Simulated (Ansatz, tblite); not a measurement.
Removing an electron: [WO3Br]- (WBrO3⁻). The state is a singlet with charge -1. Geometry: B3LYP-D4/def2-SVPD. Ansatz, gas phase; energy differences of separate SCF runs; the oxidised species was run as a doublet alone.

Cartesian coordinates in Å:
```
W -0.131 -0.010 0.079
O 0.192 -0.634 1.684
O -0.856 1.580 0.213
O -1.242 -1.084 -0.746
Br 2.038 0.148 -1.230
```

In the def2 sets W takes a core potential; there is no spin–orbit coupling. The xTB rows come from tblite. HOMO above LUMO, or a gap near zero within one spin, warns that the state may not be the lowest or that an electron is smeared out.

| level | −HOMO (eV) | vertical IE (eV) | −LUMO (eV) | HOMO–LUMO gap (eV) | remarks |
| --- | --- | --- | --- | --- | --- |
| GFN1-xTB | 6.36 | 9.88 | 1.11 | 5.25 | – |
| PBE-D4/def2-TZVPD | 2.13 | 5.21 | -2.32 | 4.46 | gap within one spin near zero (doublet) |
| PBE0-D4/def2-TZVPD | 3.69 | 5.58 | -2.86 | 6.55 | – |

Problem. Estimate the rows for GFN2-xTB, r2SCAN-D4/def2-TZVPD.

Solution. 
| level | −HOMO (eV) | vertical IE (eV) | −LUMO (eV) | HOMO–LUMO gap (eV) | remarks |
| --- | --- | --- | --- | --- | --- |
| GFN2-xTB | 6.27 | 9.66 | 1.94 | 4.32 | – |
| r2SCAN-D4/def2-TZVPD | 2.46 | 5.37 | -2.65 | 5.11 | gap within one spin near zero (doublet) |

Relaxing the oxidised species (B3LYP-D4/def2-SVPD) changes its energy by -0.01 eV at PBE-D4/def2-TZVPD, so the adiabatic ionisation energy to this nearest minimum is 5.20 eV. At PBE0-D4/def2-TZVPD it is 5.30 eV.    Raw xTB energy differences between charge states are shifted by several eV; the methods need an empirical correction for them.
